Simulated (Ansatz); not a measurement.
A made-up structure of BNH₄Te, singlet:

B1  (-1.026, 0.117, -1.238)
Te2  (0.357, 1.152, -0.070)
N3  (0.885, -0.378, 1.181)
H4  (0.451, -1.293, 1.297)
H5  (-1.558, 0.735, -2.110)
H6  (0.694, -0.087, 2.133)
H7  (1.889, -0.510, 1.111)
(Å)

It is relaxed with PBE-D4/def2-SVP and then PBE0-D4/def2-TZVP (Ansatz 0.2.0). Atoms count as bonded within 1.22 times the sum of their covalent radii (H–H: 0.88 Å). The end point is not checked to be a true minimum.

(1) Does its bonding change? (Judge from chemistry; the calculation decides.)

Answers

(1) The calculation gives: Yes. Formed: none; broken: Te2–N3.

Where it ends: The first stage lowers the energy by 2.64 eV in 25 steps. It ends as a complex of BHTe ([BH][Te]) + NH₃:
B1  (-1.574, 1.083, -2.290)
Te2  (-0.526, 0.464, -0.789)
N3  (1.353, -0.719, 1.930)
H4  (1.119, -1.682, 2.138)
H5  (-2.216, 1.460, -3.207)
H6  (1.187, -0.183, 2.772)
H7  (2.349, -0.687, 1.748)
(Å)

Labels in which every atom is bracketed show which atoms are joined, not bond orders.

For scale, one of the runs: PBE0-D4/def2-TZVP relaxation, 136 basis functions, launched by `ansatz run in.yaml --threads 2 --pin off --events-out ev --progress --plain --max-ram 4352MiB`. The run took about 13 s on 2 CPU threads of an Arm Neoverse V2 (shared host).
